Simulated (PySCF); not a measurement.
# Spinor energies of La⁴⁷⁺ (lanthanum, charge +47)

Start: [Ne]. Calculated with PySCF 2.14 in an uncontracted even-tempered set (17 s from 6.3 bohr⁻², ratio 2.6; 13 p from 8.2 bohr⁻², ratio 2.6; 6 d from 8.4 bohr⁻², ratio 2.8; 3 f from 190 bohr⁻², ratio 2.8): generalised Hartree-Fock with the X2C-1e Hamiltonian and a Gaussian nucleus; spin-orbit coupling (SO) screened by Boettger's factors.

| spinor shell | electrons | ε, screened SO (eV) | weight of nominal j (screened SO) | rms radius, screened SO (bohr) |
| --- | --- | --- | --- | --- |
| 1s1/2 | 2 | -42457.7 | 1.000 | 0.0286 |
| 2s1/2 | 2 | -9439.1 | 1.000 | 0.114 |
| 2p1/2 | 2 | -9112.6 | 1.000 | 0.0976 |
| 2p3/2 | 4 | -8679.6 | 1.000 | 0.103 |

```json
{"quantity": "E (hartree)", "screened SO": "-6254.15544"}
{"quantity": "M_J", "screened SO": "0"}
{"quantity": "⟨J²⟩", "screened SO": "0.000"}
{"quantity": "⟨L²⟩", "screened SO": "0.011"}
{"quantity": "⟨S²⟩", "screened SO": "0.011"}
```

Breit and QED terms are absent; they matter most for the inner s and p1/2 levels.

Densities and radii are taken from the X2C orbitals without a picture-change correction, which distorts them close to the nucleus.
